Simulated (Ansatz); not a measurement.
Pulling on the In1–H2 bond in ClFHIn (SMILES [F][InH][Cl]) (multiplicity 1 held, fragments rigid). Energies count from the point at 1.694 Å.
Geometry at that point (charge 0, multiplicity 1):
| atom | x (Å) | y (Å) | z (Å) |
|---|---|---|---|
| In | -0.0947 | -0.4182 | 0.2022 |
| H | -1.0212 | -1.8132 | 0.4545 |
| F | 1.5781 | -0.1126 | 1.1639 |
| Cl | -0.5023 | 1.3717 | -1.2258 |

Restricted levels (R-, RO-) in cc, def2 and unpolarised 6-31G sets keep to the state of the molecule at rest. Active spaces are followed from a long bond inwards. Curves can end on different states.

Frozen-core correlation. Filled d and f shells under p-block atoms count as core.

Programs: Ansatz (a program for electronic structure). Values without a source in brackets are computed. In def2 rows elements past Kr take small-core potentials, without spin–orbit coupling.

**Question.** Give the energy at R = 5.419 Å at the level FIC-MRCISD+Q on CASSCF(2,2)/def2-SVP.

**Answer.** 69.1 kcal/mol

**Question.** Give the energy at R = 5.419 Å at the level FIC-NEVPT4(SD) on CASSCF(2,2)/def2-SVP.

**Answer.** 68.4 kcal/mol

**Question.** Predict the energy at R = 5.419 Å from R-SCS-MP2/def2-SVP.

**Answer.** 76.5 kcal/mol

Doubts at one or more of the structures used: a restricted determinant that unrestricted orbitals would lower (R-SCS-MP2/def2-SVP).
